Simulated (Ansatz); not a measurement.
Li8Cl8⁺ (started as a model of: 2x2x4 LiCl rock-salt block). Charge 1, multiplicity 2. Geometry PBE0-D4/def2-SVP, that of the neutral singlet; atoms count from 1.

```
atom   x (Å)   y (Å)   z (Å)
 Li1   0.841  -0.522   3.529
 Cl2  -0.056   0.954   2.006
 Li3  -0.781   1.804  -0.068
 Cl4  -1.654   3.133  -1.814
 Cl5  -0.402  -2.418   3.136
 Li6  -0.998  -1.185   1.212
 Cl7  -2.130  -0.194  -0.601
 Li8  -2.465   1.087  -2.485
 Cl9   2.869  -1.023   2.563
Li10   1.831   0.021   0.716
Cl11   1.346   1.288  -1.210
Li12   0.118   2.188  -2.938
Li13   1.506  -2.753   1.894
Cl14   0.839  -2.048  -0.195
Li15  -0.053  -0.640  -1.859
Cl16  -0.812   0.308  -3.885
```

**Question.** Estimate the Mulliken populations from the PBE0/def2-TZVP orbitals of Ansatz.

**Answer.** 
| atom | charge (e) | spin (α − β) |
| --- | --- | --- |
| Li1 | 0.73 | -0.01 |
| Cl2 | -0.64 | 0.10 |
| Li3 | 0.71 | -0.01 |
| Cl4 | -0.56 | 0.16 |
| Cl5 | -0.56 | 0.16 |
| Li6 | 0.71 | -0.01 |
| Cl7 | -0.64 | 0.10 |
| Li8 | 0.73 | -0.01 |
| Cl9 | -0.56 | 0.16 |
| Li10 | 0.71 | -0.01 |
| Cl11 | -0.64 | 0.10 |
| Li12 | 0.73 | -0.01 |
| Li13 | 0.73 | -0.01 |
| Cl14 | -0.64 | 0.10 |
| Li15 | 0.71 | -0.01 |
| Cl16 | -0.56 | 0.16 |
Mulliken values depend strongly on the basis.

**Question.** Where does the spin sit?

**Answer.** Summed by element: Li -0.05, Cl 1.05, of 1 unpaired in all. Largest on single atoms: Cl5 0.16, Cl4 0.16, Cl16 0.16.
